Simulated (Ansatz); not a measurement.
Consider the substitution at a C–Se bond: `N=C(N)[Se][SiH3]` + H₂S → `N=C(N)S` + `[SiH3][SeH]`.

Calculated with Ansatz (gas phase, PBE0-D4/def2-TZVP geometries, no zero-point term in ΔE). CCSD(T)/CBS adds triple-zeta CCSD(T) − MP2 to the extrapolated MP2 energy (def2 sets, frozen cores). This one scheme is used for every species. Functionals use def2-TZVPP. B3LYP here is the variant with VWN-RPA as its local correlation; programs differ in this. For Se outer-core shells are correlated without core-valence functions, which leaves a few kJ/mol of doubt a bond. Scalar relativity is left out up to krypton. Each species was taken in one conformer, which may not be the lowest.

`N=C(N)[Se][SiH3]`:

Cartesian coordinates in Å:
```
N 0.706 1.500 0.350
C 0.974 0.460 -0.311
N 1.682 0.496 -1.471
Se 0.554 -1.395 0.184
Si -1.566 -0.937 0.873
H 0.284 1.309 1.251
H 1.550 -0.244 -2.137
H 1.873 1.416 -1.834
H -1.562 0.009 2.018
H -2.117 -2.243 1.310
H -2.377 -0.371 -0.232
```

H₂S:

Cartesian coordinates in Å:
```
S -0.159 0.405 -0.441
H -0.518 0.238 0.840
H 0.678 -0.642 -0.399
```

`N=C(N)S`:

```xyz
8

N    -0.365    0.367    1.504
C    -0.165    0.073    0.290
N     1.092    0.076   -0.256
S    -1.471   -0.378   -0.842
H    -1.323    0.196    1.788
H     1.790    0.458    0.365
H     1.170    0.373   -1.214
H    -0.728   -1.166   -1.637
```

`[SiH3][SeH]`:

Cartesian coordinates in Å:
```
Si 0.143 -0.468 0.304
Se -1.153 1.292 -0.342
H 0.359 -1.422 -0.812
H -0.623 -1.125 1.391
H 1.460 -0.012 0.814
H -0.186 1.734 -1.355
```

CCSD(T)/CBS gives +1.1 kcal/mol.

Another level gave +1.3 kcal/mol. Which?
A. HF/def2-TZVPP
B. PBE/def2-TZVPP
C. B3LYP-D4/def2-TZVPP
D. MP2/def2-TZVPP

C. B3LYP-D4 1.3, PBE 0.2, MP2/def2-TZVPP 2.2, HF/def2-TZVPP -2.3 kcal/mol.

Largest T1 diagnostic among the species: 0.014.

The D4 term adds +1.7 kcal/mol with B3LYP and +1.0 kcal/mol with PBE0; it sums over pairs of atoms, weighted by their polarisabilities, and B3LYP, whose exchange is more repulsive, gets the larger term. In def2-TZVPP, CCSD(T) changes the Hartree–Fock value by +3.8 kcal/mol (the triples alone add +0.7 kcal/mol) and MP2 by +4.6 kcal/mol.
